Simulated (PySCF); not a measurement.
Question: Give a PBE0-D3(BJ)/def2-SVP geometry of `[SiH3][N]([SiH3])[GeH3]`.

Answer: 
```
atom  x, y, z in Å
Si1   -0.114    1.620    0.575
N2    -0.237   -0.030    0.000
Si3   -1.793   -0.754   -0.349
Ge4    1.272   -1.117    0.052
H5    -1.212    2.430   -0.034
H6    -0.228    1.731    2.065
H7     1.215    2.178    0.180
H8    -2.709    0.295   -0.892
H9    -1.611   -1.845   -1.354
H10   -2.444   -1.354    0.860
H11    1.440   -1.752    1.448
H12    1.082   -2.219   -1.003
H13    2.489   -0.233   -0.267
```

Orientation and origin are arbitrary. Atoms count from 1 in this order. Ge4 (germanium bonded to N and 3 H) is tetrahedral (angles from 107.4° to 111.6°). Si1 (SiH3 silicon) is distorted tetrahedral (angles from 107.6° to 113.0°). N2 (nitrogen bridging silicon atoms) is almost planar (angles 121.1°, 119.0° and 119.0°, sum 359.1°, 0.10 Å off the plane of its three neighbours).

Bonds between heavy atoms (Å): Si1–N2 1.751, N2–Si3 1.751, N2–Ge4 1.860.

Computed, not measured: PBE0-D3(BJ)/def2-SVP geometry optimisation, gas phase (PySCF).

Point group: Cs (every atom within 0.08 Å of its image). Not checked by PBE0-D3(BJ)/def2-SVP frequencies.
